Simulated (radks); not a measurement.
Results of a calculation; reference values are marked as such.
Correlation energies from several functionals, in hartree. Species: Xe [Xe]; Pd [Kr] 4d10. Code: a radial shooting solver on a logarithmic mesh with Libxc functionals. Model: non-relativistic Kohn-Sham, r2SCAN, spin-polarised, spherical densities, point nucleus; meta-GGA in the generalised Kohn-Sham scheme. Every spin shell is full or empty, so the densities are truly spherical. Functionals are evaluated on that one density, not self-consistently.

functional	Xe	Pd
PW92	-5.1786	-4.3437
PZ	-5.1792	-4.3415
Wigner	-2.8819	-2.4569
PBE	-2.9187	-2.4179
PBEsol	-3.2967	-2.7378
LYP	-2.7451	-2.3166
P86	-3.3098	-2.7381
PW91	-3.1492	-2.6109
AM05	-4.8293	-4.0402
OP (B88)	-2.6663	-2.2486
revTPSS	-2.9562	-2.4504
SCAN	-2.9039	-2.4187
B95	-3.5543	-2.9242
Tao-Mo	-2.8200	-2.3328
